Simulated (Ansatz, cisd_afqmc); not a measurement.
Species: Ga, charge -1, triplet.

Total energies in aug-cc-pVQZ, 4 correlated electrons, 14 frozen orbitals. UHF or UKS for unpaired electrons; spin-orbit terms are left out. Cores are frozen in correlated methods (noble-gas shells, and filled d and f shells in the p block). No relativity. AFQMC/CISD: phaseless, guided by CISD from CCSD amplitudes; bars are statistical, one sigma. Outlying blocks are dropped, and bars are widened where a walk drifts. Over all cases where full CI ran beside it in this data, AFQMC minus full CI had a median of +0.1 mEh and passed +0.4 mEh in a tenth of the cases.

| method | program | energy (Eh) | minus CCSDT(Q) (mEh) |
|---|---|---|---|
| HF | Ansatz | -1923.26298 | 64.44 |
| MP2 | Ansatz | -1923.31146 | 15.96 |
| CCSD | Ansatz | -1923.32399 | 3.43 |
| CCSD(T) | Ansatz | -1923.32666 | 0.76 |
| CCSDT(Q) | Ansatz | -1923.32742 | 0.00 |
| AFQMC/CISD | cisd_afqmc | -1923.3269 ± 0.0002 | 0.5 ± 0.2 |

Ansatz is a quantum-chemistry and plane-wave program.
